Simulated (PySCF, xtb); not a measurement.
GaF2, SMILES [F][Ga+][F], charge +1.

Harmonic wavenumbers (cm⁻¹) from GFN2-xTB (xtb 6.7.1) at its own minimum, in rising order: 99, 99, 377, 476.

**Question.** What does B3LYP-D3(BJ)/def2-TZVP run with PySCF give at its own minimum? (An estimate is asked for; the answer gives what the named calculation found.)

**Answer.** 170, 170, 718, 909. Paired by order, the mean absolute difference is 229 cm⁻¹ and the zero-point energies are 1.5 and 2.8 kcal/mol.
